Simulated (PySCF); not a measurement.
Br2, SMILES BrBr.

Geometry: B3LYP-D3(BJ)/def2-TZVP.

Two levels are set side by side: TDA-PBE/def2-TZVPD (PySCF) and ADC(2)/aug-cc-pVDZ (PySCF). Vertical, same geometry; the bases differ. Differences are taken from unrounded values.

```tsv
quantity	TDA-PBE
lowest singlet excitation (eV)	2.63
```

### Question
These are the TDA-PBE values. What does ADC(2) give? (Estimate from the structure and the level; the computed values follow.)

### Answer

| quantity | ADC(2) | TDA-PBE minus ADC(2) |
|---|---|---|
| lowest singlet excitation (eV) | 3.01 | -0.38 |

Functionals without exact exchange tend to place singlet excitations lower, as here. Differences between two approximate levels are no errors against the true value.

Rough cost on one machine, each run with all the roots and properties that it gave: ADC(2) against TDA-PBE about 7 times.
